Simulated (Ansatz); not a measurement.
Consider the formal exchange of groups at the Si–C bond: `O/C([SiH3])=C\Cl` + `CC(O)F` → `CC(F)[SiH3]` + `OC(O)=CCl`.

Calculated with Ansatz (gas phase, PBE0-D4/def2-TZVP geometries, no zero-point term in ΔE). CCSD(T)/CBS adds triple-zeta CCSD(T) − MP2 to the extrapolated MP2 energy (def2 sets, frozen cores). Functionals use def2-TZVPP. B3LYP here is the variant with VWN-RPA as its local correlation; programs differ in this. One conformer a species, not always the lowest.

```
          level  ΔE (kcal/mol)
          B3LYP            8.7
CCSD/def2-TZVPP            9.9
```

Question: What does CCSD(T)/CBS give? (An estimate is asked.)

Answer: The calculation gave: +10.1 kcal/mol. The listed levels differ from it by -1.4, -0.2 kcal/mol.

Largest T1 diagnostic among the species: 0.013.

In def2-TZVPP, CCSD(T) changes the Hartree–Fock value by +1.3 kcal/mol (the triples alone add +0.4 kcal/mol) and MP2 by +1.8 kcal/mol.
